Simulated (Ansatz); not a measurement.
```yaml
crystal:
  periodic: [false, false, false]
  atoms:
    - {symbol: Si, position_ang: [-1.534217, 0.940492, 1.493582]}
    - {symbol: O, position_ang: [-0.416066, 0.303676, 0.457937]}
    - {symbol: B, position_ang: [0.874041, 0.625831, 0.168211]}
    - {symbol: O, position_ang: [1.551518, -0.096231, -0.753460]}
    - {symbol: Si, position_ang: [1.043187, -1.394721, -1.651733]}
    - {symbol: H, position_ang: [-0.948788, 2.077518, 2.248799]}
    - {symbol: H, position_ang: [-2.695831, 1.403400, 0.697320]}
    - {symbol: H, position_ang: [-1.959931, -0.127045, 2.429753]}
    - {symbol: H, position_ang: [1.422693, 1.540623, 0.716458]}
    - {symbol: H, position_ang: [-0.118060, -1.020397, -2.496805]}
    - {symbol: H, position_ang: [2.185836, -1.782315, -2.510611]}
    - {symbol: H, position_ang: [0.672517, -2.526030, -0.765449]}
basis:
  gaussian: {orbitals: cc-pVTZ-DK, nuclear_model: gaussian}
total_charge: 1
magnetization: {spin_polarized: true, initial_magnetization: 1}
hamiltonian: {xc: {name: RPBE}, dispersion: d4}
output: {forces: true}
```

```sh
$ ansatz run in.yaml --threads 4 --pin off --events-out ev --progress --plain --max-ram 10444MiB
```

Shortened log:

```
Functional definition: RPBE
  name "RPBE"
  cite "Hammer, Hansen & Nørskov, Phys. Rev. B 59, 7413 (1999) doi:10.1103/PhysRevB.59.7413"
  cite "Perdew, Burke & Ernzerhof, Phys. Rev. Lett. 77, 3865 (1996) doi:10.1103/PhysRevLett.77.3865"
  parameter kappa = 0.804
  parameter beta = 0.06672455060314922
  exchange = rpbe_x(kappa = kappa, mu = beta*pi^2/3)
  correlation = pbe_c(beta = beta)
1505 factors; their error is unknown
mean field evaluation 1: about -20648.5886 eV, gradient 7.7e1 eV
mean field evaluation 2: about -20311.5183 eV, gradient 2.2e2 eV
mean field evaluation 4: about -20659.2308 eV, gradient 4.7e1 eV
mean field evaluation 8: about -20669.3220 eV, gradient 1.1e1 eV
mean field evaluation 16: about -20670.3722 eV, gradient 3.2e0 eV
mean field evaluation 32: about -20670.3984 eV, gradient 3.2e-5 eV
mean field -20670.39906512 eV, -759.6231547433 hartree, gradient 4.3e-6 eV, S^2 0.752334; 16 other end points of the search recorded, 0 dependent functions left out
the calculation of the forces begins
reference -20670.39911992 eV, -759.6231567574 hartree; 28, 27 occupied and 228, 229 virtual orbitals, 1505 factors
Total energy: -20671.15373154 eV, -759.6508882227 hartree
Relativity: scalar
Atom 0 at    -1.534217     0.940492     1.493582 Å, force    -0.843529    -0.250644     1.542164 eV/Å
Atom 1 at    -0.416066     0.303676     0.457937 Å, force     0.069556    -0.269752    -0.303870 eV/Å
Atom 2 at     0.874041     0.625831     0.168211 Å, force     0.821700     0.026691    -0.769797 eV/Å
Atom 3 at     1.551518    -0.096231    -0.753460 Å, force     0.135489     0.307897     0.950042 eV/Å
Atom 4 at     1.043187    -1.394721    -1.651733 Å, force    -0.602598    -0.138768    -1.297683 eV/Å
Atom 5 at    -0.948788     2.077518     2.248799 Å, force     0.143791     0.456242    -0.051696 eV/Å
Atom 6 at    -2.695831     1.403400     0.697320 Å, force    -0.361344     0.280761    -0.474815 eV/Å
Atom 7 at    -1.959931    -0.127045     2.429753 Å, force    -0.051956    -0.147453    -0.038398 eV/Å
Atom 8 at     1.422693     1.540623     0.716458 Å, force     0.122874     0.242648     0.189646 eV/Å
Atom 9 at    -0.118060    -1.020397    -2.496805 Å, force    -0.059673     0.173486    -0.088526 eV/Å
Atom 10 at     2.185836    -1.782315    -2.510611 Å, force     0.426079    -0.307093    -0.237874 eV/Å
Atom 11 at     0.672517    -2.526030    -0.765449 Å, force     0.199610    -0.374013     0.580808 eV/Å
Dipole moment:    -0.152575    -0.000116     0.044059 e Å
```

Run time 52 s (4 threads of an Arm Neoverse V2 on a shared host); peak host memory 0.95 GiB.
